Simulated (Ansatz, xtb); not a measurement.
**CHSbSe: 3 structures ranked**

3 gas-phase structures of CHSbSe, found in a search over its isomers (lower ones may exist). Each was relaxed with GFN2-xTB:

A. `[SeH][C]#[Sb]`, a singlet
B. `[CH]1=[Sb][Se]1`, a singlet
C. `[Se]=[C]=[SbH]`, a singlet

**Question.** Estimate their order in r2SCAN-D4/def2-SVP energy at these geometries, lowest first.

**Answer.** Calculated order at r2SCAN-D4/def2-SVP: B (0.000), C (0.443), A (0.662) eV.

Energies above the lowest of each column, in eV; the last columns are at r2SCAN-D4/def2-TZVP geometries (a dash: not run or not comparable):

```json
{"structure": "B", "GFN2-xTB": "0.000", "HF/STO-3G": "0.000", "r2SCAN-D4/def2-SVP": "0.000", "r2SCAN-D4/def2-TZVP": "0.000", "CCSD(T)/def2-TZVPP": "0.000"}
{"structure": "C", "GFN2-xTB": "1.194", "HF/STO-3G": "0.311", "r2SCAN-D4/def2-SVP": "0.443", "r2SCAN-D4/def2-TZVP": "0.492", "CCSD(T)/def2-TZVPP": "0.545"}
{"structure": "A", "GFN2-xTB": "1.292", "HF/STO-3G": "0.942", "r2SCAN-D4/def2-SVP": "0.662", "r2SCAN-D4/def2-TZVP": "0.685", "CCSD(T)/def2-TZVPP": "–"}
```

Every level run on B puts it lowest or level with the lowest. Frequencies (r2SCAN-D4/def2-TZVP) were run for B, C alone. Large T1 diagnostics make some coupled-cluster values less sure. Atoms past krypton carry core potentials in the def2 sets, without spin–orbit terms.

Programs: Ansatz 0.2.0, xtb 6.7.1.
